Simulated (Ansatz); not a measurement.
(F)3Sn-S-SiH3 (SiSnH3SF3). The state is a singlet with charge 0. Geometry PBE-D4/def2-SVP.

```xyz
9

Sn   -1.4659    0.7011   -0.4474
F    -0.7119   -0.6232   -1.6649
F    -3.2779    0.1390   -0.0487
F    -1.6813    2.3345   -1.4695
S     0.0363    0.8098    1.4106
Si    1.5187   -0.6249    0.6371
H     0.9283   -1.9930    0.4957
H     2.1146   -0.1446   -0.6494
H     2.5390   -0.5985    1.7366
```

In the def2 sets Sn takes a core potential; there is no spin–orbit coupling. B3LYP takes the VWN-RPA correlation.

Task: Estimate the orbital energies around the gap (eV) in Ansatz with PBE-D4/def2-SVP, BLYP-D4/def2-TZVP, r2SCAN-D4/def2-TZVP, B3LYP-D4/def2-TZVP, PBE0-D4/def2-TZVP.

Result: 
```tsv
orbital	PBE-D4/def2-SVP	BLYP-D4/def2-TZVP	r2SCAN-D4/def2-TZVP	B3LYP-D4/def2-TZVP	PBE0-D4/def2-TZVP
HOMO−5	-9.23	-9.37	-9.97	-11.20	-11.54
HOMO−4	-9.10	-9.31	-9.88	-10.82	-11.09
HOMO−3	-8.99	-9.29	-9.84	-10.70	-10.93
HOMO−2	-8.95	-9.03	-9.56	-10.30	-10.54
HOMO−1	-8.51	-8.53	-9.00	-9.73	-9.95
HOMO	-7.24	-7.25	-7.73	-8.45	-8.69
LUMO	-4.10	-4.26	-4.16	-3.74	-3.42
LUMO+1	-1.48	-1.71	-1.50	-1.22	-0.99
LUMO+2	-1.08	-1.21	-1.08	-0.72	-0.53
LUMO+3	-0.76	-1.02	-0.84	-0.56	-0.34
LUMO+4	0.05	-0.43	-0.06	0.06	0.33
LUMO+5	0.45	0.21	0.49	0.71	0.94
```
